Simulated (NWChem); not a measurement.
System: C2H6OSi; SMILES C=C[SiH2]O

The following NWChem deck was run.

```
start job
memory heap 200 mb stack 900 mb global 1100 mb
geometry units angstroms noautosym nocenter noautoz
  Si    -0.535480     0.703345    -0.035912
  O      1.044402     1.294482    -0.053672
  C     -0.534849    -1.172106     0.039297
  C      0.602439    -1.889135    -0.064509
  H     -1.158835     1.202179    -1.306284
  H     -1.326623     1.239955     1.133846
  H      1.534486     1.154672     0.775053
  H     -1.491390    -1.712033     0.176980
  H      1.577257    -1.390001    -0.207444
  H      0.617005    -2.991904    -0.017627
end
basis spherical
  * library sto-3g
end
dft
  xc b3lyp
  iterations 150
end
property
  response 1 0.0773
end
task dft property
```

NWChem printed, in part:

```
             Northwest Computational Chemistry Package (NWChem) 7.3.0
             --------------------------------------------------------

                             Geometry "geometry" -> ""
                             -------------------------

 Output coordinates in angstroms (scale by  1.889725989 to convert to a.u.)

  No.       Tag          Charge          X              Y              Z
 ---- ---------------- ---------- -------------- -------------- --------------
    1 Si                  14.0000    -0.53548000     0.70334500    -0.03591200
    2 O                    8.0000     1.04440200     1.29448200    -0.05367200
    3 C                    6.0000    -0.53484900    -1.17210600     0.03929700
    4 C                    6.0000     0.60243900    -1.88913500    -0.06450900
    5 H                    1.0000    -1.15883500     1.20217900    -1.30628400
    6 H                    1.0000    -1.32662300     1.23995500     1.13384600
    7 H                    1.0000     1.53448600     1.15467200     0.77505300
    8 H                    1.0000    -1.49139000    -1.71203300     0.17698000
    9 H                    1.0000     1.57725700    -1.39000100    -0.20744400
   10 H                    1.0000     0.61700500    -2.99190400    -0.01762700

 Effective nuclear repulsion energy (a.u.)     158.2443856523

                              NWChem Property Module
                              ----------------------

                                 NWChem DFT Module
                                 -----------------

 Summary of "ao basis" -> "ao basis" (spherical)
 ------------------------------------------------------------------------------
       Tag                 Description            Shells   Functions and Types
 ---------------- ------------------------------  ------  ---------------------
 Si                          sto-3g                  5        9   3s2p
 O                           sto-3g                  3        5   2s1p
 C                           sto-3g                  3        5   2s1p
 H                           sto-3g                  1        1   1s

            General Information
            -------------------
          SCF calculation type: DFT
          Wavefunction type:  closed shell.
          No. of atoms     :    10
          No. of electrons :    40
           Alpha electrons :    20
            Beta electrons :    20
          Charge           :     0
          Spin multiplicity:     1
          Use of symmetry is: off; symmetry adaption is: off
          Maximum number of iterations: 150
          AO basis - number of functions:    30
                     number of shells:    20
          Convergence on energy requested:  1.00D-06
          Convergence on density requested:  1.00D-05
          Convergence on gradient requested:  5.00D-04

              XC Information
              --------------
                         B3LYP Method XC Potential
                     Hartree-Fock (Exact) Exchange  0.200
                        Slater Exchange Functional  0.800 local
                    Becke 1988 Exchange Functional  0.720 non-local
              Lee-Yang-Parr Correlation Functional  0.810
                  VWN I RPA Correlation Functional  0.190 local

             Grid Information
             ----------------
          Grid used for XC integration:  medium
          Radial quadrature: Mura-Knowles
          Angular quadrature: Lebedev.
          Tag              B.-S. Rad. Rad. Pts. Rad. Cut. Ang. Pts.
          ---              ---------- --------- --------- ---------
          Si                  1.10       88          10.0       590
          O                   0.60       49          11.0       434
          C                   0.70       49          10.0       434
          H                   0.35       45          11.0       434
          Grid pruning is: on
          Number of quadrature shells:   505
          Spatial weights used:  Erf1

      Superposition of Atomic Density Guess
      -------------------------------------

 Sum of atomic energies:        -436.38472871

      Non-variational initial energy
      ------------------------------

 Total energy =    -436.663977
 1-e energy   =    -923.027458
 2-e energy   =     328.119096
 HOMO         =      -0.119772
 LUMO         =       0.237586

   convergence    iter        energy       DeltaE   RMS-Dens  Diis-err
 ---------------- ----- ----------------- --------- --------- ---------
 d= 0,ls=0.0,diis     1   -439.0718484127 -5.97D+02  5.06D-02  4.57D-01
 d= 0,ls=0.0,diis     2   -439.0523415405  1.95D-02  3.03D-02  6.32D-01
 d= 0,ls=0.0,diis     3   -439.1501363633 -9.78D-02  5.94D-03  1.06D-02
 d= 0,ls=0.0,diis     4   -439.1499385153  1.98D-04  3.18D-03  1.28D-02
 d= 0,ls=0.0,diis     5   -439.1518892123 -1.95D-03  3.90D-04  7.65D-05
  Resetting Diis
 d= 0,ls=0.0,diis     6   -439.1519040189 -1.48D-05  5.54D-05  1.70D-06
 d= 0,ls=0.0,diis     7   -439.1519043372 -3.18D-07  1.22D-05  2.06D-08
 d= 0,ls=0.0,diis     8   -439.1519043361  1.10D-09  6.62D-06  3.69D-08

         Total DFT energy =     -439.151904336112
      One electron energy =     -921.377064670221
           Coulomb energy =      366.726109454584
    Exchange-Corr. energy =      -42.745334772751
 Nuclear repulsion energy =      158.244385652275

 Numeric. integr. density =       39.999983421318

                       DFT Final Molecular Orbital Analysis
                       ------------------------------------

 Vector   18  Occ=2.000000D+00  E=-2.015431D-01
              MO Center=  1.7D-02, -1.3D+00, -4.1D-02, r^2= 1.8D+00
   Bfn.  Coefficient  Atom+Function         Bfn.  Coefficient  Atom+Function
  ----- ------------  ---------------      ----- ------------  ---------------
    24      0.624973   4 C  pz               19      0.596357   3 C  pz
    25      0.177623   5 H  s                26     -0.124852   6 H  s
    12      0.092676   2 O  px               14     -0.090574   2 O  pz
    22      0.074911   4 C  px               17      0.072081   3 C  px
     9     -0.058380   1 Si pz               11      0.042693   2 O  s

 Vector   19  Occ=2.000000D+00  E=-1.919332D-01
              MO Center=  7.2D-01,  1.2D+00, -7.4D-02, r^2= 1.8D+00
   Bfn.  Coefficient  Atom+Function         Bfn.  Coefficient  Atom+Function
  ----- ------------  ---------------      ----- ------------  ---------------
    14      0.544732   2 O  pz               11     -0.439054   2 O  s
    12     -0.409450   2 O  px               13     -0.352705   2 O  py
    26     -0.242836   6 H  s                 7      0.234228   1 Si px
    27      0.185304   7 H  s                18     -0.166980   3 C  py
    25      0.167799   5 H  s                 8      0.106834   1 Si py

 Vector   20  Occ=2.000000D+00  E=-1.473662D-01
              MO Center=  8.2D-01,  1.1D+00,  8.9D-03, r^2= 1.3D+00
   Bfn.  Coefficient  Atom+Function         Bfn.  Coefficient  Atom+Function
  ----- ------------  ---------------      ----- ------------  ---------------
    13      0.827030   2 O  py               14      0.321635   2 O  pz
    12     -0.303710   2 O  px               26     -0.232701   6 H  s
    18      0.227797   3 C  py               16      0.162036   3 C  s
    28     -0.074178   8 H  s                22      0.053551   4 C  px
    30      0.051363  10 H  s                29     -0.047112   9 H  s

 Vector   21  Occ=0.000000D+00  E= 1.129931D-01
              MO Center=  2.6D-04, -1.4D+00, -2.2D-02, r^2= 1.7D+00
   Bfn.  Coefficient  Atom+Function         Bfn.  Coefficient  Atom+Function
  ----- ------------  ---------------      ----- ------------  ---------------
    24     -0.787290   4 C  pz               19      0.756372   3 C  pz
    25      0.199809   5 H  s                 9      0.176649   1 Si pz
    26     -0.162218   6 H  s                22     -0.093329   4 C  px
    17      0.091603   3 C  px                5     -0.053130   1 Si pz
    12      0.053022   2 O  px                7      0.041236   1 Si px

 Vector   22  Occ=0.000000D+00  E= 2.520420D-01
              MO Center=  1.7D-01,  8.0D-01,  9.1D-02, r^2= 2.2D+00
   Bfn.  Coefficient  Atom+Function         Bfn.  Coefficient  Atom+Function
  ----- ------------  ---------------      ----- ------------  ---------------
     6      0.915615   1 Si s                11     -0.664685   2 O  s
     7      0.479970   1 Si px               27      0.446001   7 H  s
    12      0.377528   2 O  px               25     -0.373980   5 H  s
    14     -0.344635   2 O  pz               16     -0.339176   3 C  s
    26     -0.333960   6 H  s                13      0.299402   2 O  py

 Vector   23  Occ=0.000000D+00  E= 2.915761D-01
              MO Center= -7.4D-01,  2.0D-01,  3.3D-02, r^2= 2.9D+00
   Bfn.  Coefficient  Atom+Function         Bfn.  Coefficient  Atom+Function
  ----- ------------  ---------------      ----- ------------  ---------------
     7     -0.750738   1 Si px                6      0.711758   1 Si s
    26     -0.556150   6 H  s                25     -0.468187   5 H  s
    16     -0.426627   3 C  s                18     -0.416674   3 C  py
     8     -0.378748   1 Si py               30     -0.324203  10 H  s
    11      0.292348   2 O  s                21      0.262575   4 C  s

     Multipole analysis of the density
     ---------------------------------

     L   x y z        total         alpha         beta         nuclear
     -   - - -        -----         -----         ----         -------
     0   0 0 0     -0.000000    -20.000000    -20.000000     40.000000

     1   1 0 0     -0.058407     -0.989124     -0.989124      1.919841
     1   0 1 0     -0.132613      0.559091      0.559091     -1.250795
     1   0 0 1      0.426600      0.713030      0.713030     -0.999461

     2   2 0 0    -21.354039    -59.216137    -59.216137     97.078235
     2   1 1 0     -0.309669      0.337238      0.337238     -0.984145
     2   1 0 1      1.380526      0.586038      0.586038      0.208449
     2   0 2 0    -22.867854   -133.060464   -133.060464    243.253075
     2   0 1 1      0.921971     -0.099582     -0.099582      1.121135
     2   0 0 2    -22.112160    -17.738778    -17.738778     13.365395

 *** CALLING NEW AORESP DRIVER FOR CLOSED AND OPEN SHELLS ***
 Entering AOResponse driver routine

--------------------------------------------------------------------------------

          -----------------------------------------------
          Solving response equations for perturbing field
          -----------------------------------------------

 number of frequencies:     1
 frequency in a.u.:  0.7730000E-01
 Perturbing field: electric
 Using El. Dipole Length Gauge

 Setting up CPKS with frequency omega =      0.07730000 a.u.

                            NWChem Dynamic CPHF Module
                            --------------------------

    scftype = RHF
    nclosed =   20
      nopen =    0
  variables =      400
  num. vecs =        3
  tolerance =   1.0D-04
  max. iter =   50

 SCF residual:    7.5147180572015203E-005

Iterative solution of linear equations
  No. of variables      400
  No. of equations        3
  Maximum subspace       30
       Convergence  1.0D-04

   iter   nsub   residual    time
   ----  ------  --------  ---------
     1      3    7.37D+00       3.1
     2      6    3.00D+00       4.0
     3      9    8.95D-02       5.0
     4     12    2.55D-02       6.0
     5     15    1.51D-03       6.9
     6     18    7.27D-05       7.9

 Electric Dipole Response Matrix (nonzero elements):

              1        2        3
    1   30.7746  -4.7931   0.2674
    2   -4.7931  30.4914  -0.0361
    3    0.2674  -0.0361  15.8145

 ------------------------------------------
 average:        25.69348 + I       0.00000

 DFT Linear Response polarizability / au
 Frequency  =       0.0773000 / au
 Wavelength =     589.4353558 / nm
              X              Y              Z
 -----------------------------------------------
 X      30.7745615     -4.7931203      0.2674322
 Y      -4.7930910     30.4913681     -0.0360962
 Z       0.2674494     -0.0361182     15.8145223
 -----------------------------------------------
 Eigenvalues =      35.4305774     25.8403181     15.8095563
 Isotropic   =      25.6934839
 Anisotropic =      16.9937301
 -----------------------------------------------

 Magnetic Dipole Response Matrix (nonzero elements):
```

Level: B3LYP/STO-3G. STO-3G and 3-21G are far too small for this property and stand as cheap habits. Geometry: optimised at PBE-D3(BJ)/def2-SVP.
